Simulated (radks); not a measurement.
Results of a calculation; reference values are marked as such.
Nb36+, 5 electrons, occupied as [He] 2s2 2p1.

Code: a radial shooting solver on a logarithmic mesh with Libxc functionals. Model: non-relativistic Kohn-Sham, LB94 model potential, spin-polarised, spherical densities, point nucleus; open shells are filled with parallel spins first (spin-orbit coupling, left out, can overturn this in heavy ions); relativity is left out, which matters for an element this heavy.

Energy parts (eV):
kinetic: 60347.564
electron-nucleus: -123196.684
Hartree: 3551.041
(The LB94 potential has no energy functional, so no total or exchange-correlation energy is given.)

Orbitals (lengths in bohr, moments of r in powers of bohr; r(max) is where P^2 peaks):
orbital  occ.  eigenvalue (eV)      <r>   r(max)
1s up       1        -21379.46  0.03700  0.02457
1s down     1        -21385.32  0.03699  0.02458
2s up       1        -4964.705   0.1531   0.1325
2s down     1        -4940.732   0.1534   0.1326
2p up       1        -4864.727   0.1292   0.1026
2p down     0        -4842.681   0.1293   0.1024
3s up       0        -2152.937   0.3507   0.3379
3s down     0        -2146.310   0.3515   0.3387
3p up       0        -2122.817   0.3287   0.3143
3p down     0        -2117.009   0.3293   0.3149

The highest occupied level is 2p up at -4864.7 eV. For comparison, the ionisation energy in NIST's Atomic Spectra Database is 5011 eV (semi-empirical). In exact Kohn-Sham theory the highest level is minus the ionisation energy, but local and semilocal functionals leave it too shallow, through self-interaction and a potential that decays too fast; potentials with the right tail come closer. The density falls to 0.001 e/bohr^3 at r = 0.52 bohr. The spin density at the nucleus is 9.25 e/bohr^3 (1s -1.26, 2s 10.50). Spin moment in Bohr magnetons: 1. The electron density at the nucleus is 4.795e+04 e/bohr^3. Summed over all electrons, <r^2> = 0.07860 bohr^2, which gives a Langevin (diamagnetic) susceptibility term of -0.0623 x 10^-6 cm^3/mol.
